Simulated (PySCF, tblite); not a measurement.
Q: Write Cartesian coordinates for InChI=1S/C6H9N3O/c1-3-9-4-7-8-6(9)5(2)10/h4H,3H2,1-2H3 as optimised with GFN2-xTB.

A: 
```xyz
19
C6H9N3O angstrom
C     -2.182   -1.057    0.003
C     -1.468   -0.122    0.975
N     -0.581    0.770    0.274
C     -0.843    2.026   -0.147
N      0.179    2.524   -0.793
N      1.132    1.603   -0.812
C      0.695    0.537   -0.178
C      1.470   -0.692    0.022
C      2.867   -0.617   -0.517
O      1.008   -1.668    0.576
H     -2.872   -1.692    0.550
H     -1.457   -1.689   -0.503
H     -2.739   -0.489   -0.740
H     -2.191    0.489    1.523
H     -0.878   -0.711    1.681
H     -1.764    2.541    0.036
H      3.396    0.204   -0.037
H      2.832   -0.393   -1.580
H      3.386   -1.555   -0.342
```

Orientation and origin are arbitrary. Atoms count from 1 in this order. N6 (pyridine-type nitrogen) is bent (angle 108.5°). The 5-membered ring N3–C4–N5–N6–C7 has internal angles of 103.6° to 110.9° (sum 540°, against 540° for a flat polygon); it is planar, 0.00 Å rms from its mean plane, widest ring torsion 0°. N3 (pyrrole-type nitrogen) is planar (angles 128.9°, 127.4° and 103.6°, sum 359.9°, 0.02 Å off the plane of its three neighbours). Of the pairs four or more bonds apart, O10···H15 is among the closest relative to their van der Waals radii: 2.39 Å, 88 % of the sum of Bondi's values.

Bonds between heavy atoms (Å): C1–C2 1.526, C2–N3 1.440, N3–C4 1.351, C4–N5 1.307, N5–N6 1.326, N6–C7 1.316, C7–C8 1.467, C8–C9 1.499, C8=O10 1.213, N3–C7 1.373.

Structure optimised with GFN2-xTB, isolated species.

Point group: C1 (no symmetry element, even within 0.4 Å). Its GFN2-xTB frequencies are all real (lowest 29 cm⁻¹). One conformer, not necessarily the lowest (C1–C2–N3–C4 95°, N6–C7–C8–C9 3°).

All values are computed, not measured.
